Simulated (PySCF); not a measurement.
A PySCF script (with the pyscf-properties extension) for the NMR shieldings of `C=C1[Si@@H](O)[C@H](C)C[S@]1=O`, C5H10O2SSi, on a GFN2-xTB geometry:

```python
import basis_set_exchange as bse
import numpy as np
from pyscf import gto, dft
from pyscf.prop import nmr

atoms = """
C     2.347182    1.639717   -0.349021
C     1.441862    0.798153    0.105765
Si    0.805258   -0.901521   -0.431312
O     1.486426   -2.081597    0.442336
C    -1.022968   -0.568349    0.058186
C    -2.028968   -0.676796   -1.084117
C    -1.079510    0.817903    0.692116
S     0.490702    1.141207    1.614453
O     0.724932   -0.072659    2.423067
H     2.921871    1.422447   -1.235888
H     2.559133    2.580242    0.137966
H     1.054672   -1.244417   -1.819045
H     1.480942   -1.963500    1.397372
H    -1.306542   -1.294005    0.827146
H    -2.020569   -1.683349   -1.494576
H    -1.780633    0.018904   -1.883255
H    -3.037933   -0.454999   -0.738432
H    -1.135979    1.604624   -0.059888
H    -1.909681    0.927245    1.389668
"""
names = dict.fromkeys(["C", "Si", "O", "S", "H"], "pcSseg-1")
basis = {el: gto.basis.parse(bse.get_basis(n, elements=[el], fmt="nwchem")) for el, n in names.items()}
mol = gto.M(atom=atoms, basis=basis, charge=0, verbose=0)
mf = dft.RKS(mol, xc="PBE0")
mf.grids.level = 2
mf.grids.alignment = dft.numint.BLKSIZE   # the property module wants whole blocks of grid points
mf.conv_tol = 1e-9
mf.kernel()

calc = nmr.RKS(mf)   # GIAO
C = mf.mo_coeff
Co = C[:, mf.mo_occ > 0]
resp = mf.gen_response(singlet=True, hermi=2)
def vind(x):   # induced exchange potential for any number of trial vectors
    d = np.einsum("pi,xij,qj->xpq", C, 2 * x.reshape(-1, C.shape[1], Co.shape[1]), Co, optimize=True)
    return np.einsum("xpq,pi,qj->xij", resp(d - d.transpose(0, 2, 1)), C, Co, optimize=True).ravel()
mo1, _ = nmr.rhf.solve_mo1(calc, with_cphf=vind)
sigma = calc.kernel(mo1)
for i, s in enumerate(sigma):   # ppm
    w = np.linalg.eigvalsh((s + s.T) / 2)
    print("%2d %-2s iso %8.1f  s11 %8.1f  s22 %8.1f  s33 %8.1f" % (i, mol.atom_pure_symbol(i), w.mean(), *w))
```

Q: What are the results?

A: 
```
 0 C  iso     53.7  s11    -57.1  s22     53.5  s33    164.8
 1 C  iso     13.7  s11    -82.4  s22     -0.1  s33    123.5
 2 Si iso    348.5  s11    316.9  s22    360.5  s33    368.2
 3 O  iso    270.7  s11    231.5  s22    280.7  s33    299.8
 4 C  iso    166.0  s11    152.5  s22    164.3  s33    181.2
 5 C  iso    170.4  s11    161.4  s22    164.2  s33    185.6
 6 C  iso    119.5  s11     89.2  s22    110.1  s33    159.4
 7 S  iso    140.9  s11     15.5  s22     92.7  s33    314.5
 8 O  iso    273.9  s11     63.1  s22    300.1  s33    458.5
 9 H  iso     25.4  s11     22.5  s22     24.0  s33     29.7
10 H  iso     25.3  s11     21.8  s22     24.0  s33     30.0
11 H  iso     26.7  s11     23.5  s22     24.8  s33     31.8
12 H  iso     29.0  s11     19.1  s22     27.6  s33     40.4
13 H  iso     29.8  s11     25.2  s22     29.1  s33     35.0
14 H  iso     30.0  s11     24.8  s22     27.6  s33     37.5
15 H  iso     31.0  s11     26.6  s22     29.4  s33     36.9
16 H  iso     30.4  s11     25.4  s22     28.1  s33     37.7
17 H  iso     30.3  s11     26.8  s22     29.7  s33     34.3
18 H  iso     28.3  s11     24.2  s22     27.4  s33     33.1
```

These numbers come from an equivalent density-fitted implementation of the same equations, which agrees with the script to about 0.01 ppm for H and up to a few tenths of a ppm for heavy atoms, so last digits may differ.

Q: Turn these shieldings into chemical shifts. Scale: TMS for ¹³C (σref 186.93) and ²⁹Si (σref 349.16) and ¹H (σref 31.72); H2O for ¹⁷O (σref 336.08); ³³S (σref 503.73) against CS2 (reference shieldings calculated alike).

A: Averaging equivalent atoms: C 1: 173.3; C 0: 133.2; C 6: 67.4; C 4: 20.9; C 5: 16.5; Si 2: 0.6; O 3: 65.4; O 8: 62.2; S 7: 363; H 10: 6.42; H 9: 6.31; H 11: 5.01; H 18: 3.47; H 12: 2.67; H 13: 1.96; H 17: 1.45; H 14/15/16: 1.27 ppm. Experimental scales use liquid or dissolved standards, which lie at an offset from isolated H2O (liquid H2O: subtract about 36 ppm).

Size and cost of the density-fitted run: 217 basis functions, 70 s wall time on 1 thread of an Arm Neoverse V1, shared host; peak memory 1 GiB.
